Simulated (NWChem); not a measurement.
Molecule: BaBr$_{2}$; SMILES [Br][Ba][Br]

All runs: NWChem. Coordinates come from a PBE0/def2-SVP optimisation. No frequency run checked for a minimum. def2 effective core potentials on Ba; no spin-orbit coupling.

Diagonal of the polarisability tensor at PBE0/def2-SVPD, static: 127.00, 69.24, 74.31 bohr³.

**Question.** Find the mean polarisability volume, the molar refraction, and the refractive index that an ideal gas of it would have at 273.15 K and 1 atm.

**Answer.** 
1. Mean: one third of the trace = 90.18 bohr³ × 0.14818 Å³/bohr³ = 13.36 Å³.
2. Molar refraction (Lorentz-Lorenz): (4π/3) N_A α = 33.7 cm³/mol.
3. Number density p/kT = 2.687 × 10⁻⁵ Å⁻³; n − 1 = 2π N α = 22.56 × 10⁻⁴.
4. These hold the electronic response alone: vibrational and orientational terms add to the static dielectric constant.
